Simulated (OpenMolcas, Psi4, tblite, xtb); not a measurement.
SiCl3O (SMILES [O][Si](Cl)(Cl)Cl): methods side by side

SiCl3O: 5 atoms, total charge 0, spin state doublet. As SMILES, `[O][Si](Cl)(Cl)Cl`. Geometry: relaxed at PBE0-D4/def2-TZVP.

```csv
atom,x (Å),y (Å),z (Å)
O,0.8150,-1.0708,1.0393
Si,0.0386,-0.0188,0.0410
Cl,-1.5365,0.8556,0.9505
Cl,-0.5428,-1.2655,-1.4387
Cl,1.2756,1.4259,-0.6336
```

Each level gives the energy change with the Si2–Cl5 bond stretched from 2.018 to 3.632 Å (eV). The values are calculated.

| level | kind | program | value (eV) | less CCSD(T)/def2-SVP | CPU time (all runs) |
| --- | --- | --- | --- | --- | --- |
| GFN1-xTB | semi-empirical | tblite | 2.63 | -0.69 | under 2 s |
| GFN2-xTB | semi-empirical | tblite | 1.42 | -1.90 | under 2 s |
| IPEA1-xTB | semi-empirical | tblite | 3.48 | +0.16 | under 2 s |
| GFN0-xTB | semi-empirical | xtb | 1.36 | -1.96 | under 2 s |
| UHF/def2-SVP | Hartree–Fock | OpenMolcas | 3.42 | +0.10 | 62 s |
| USVWN5/def2-SVP | LDA | OpenMolcas | 3.31 | -0.01 | 3.4 min |
| UPBE/def2-SVP | GGA | OpenMolcas | 3.02 | -0.30 | 2.1 min |
| UM06-L/def2-SVP | meta-GGA | OpenMolcas | 3.50 | +0.18 | 4.4 min |
| UPBE0-D4/def2-SVP (density fitting) | global hybrid | Psi4 | 3.85 | +0.53 | 36 s |
| ROCCSD(T)/def2-SVP | coupled cluster or CI | OpenMolcas | 3.32 | 0.00 | 3.9 min |

ROCCSD(T)/def2-SVP is the highest level here, not the true value. At this stretch a single reference begins to fail. The first shape isn't each level's own minimum. The values span 1.36 to 3.85 eV. Spin contamination of the reference (⟨S²⟩ at least 0.1 too high) touches UHF/def2-SVP, UPBE0-D4/def2-SVP. Times are those of the runs behind each value, whatever else they computed, on shared processors of several kinds: orders of magnitude only.
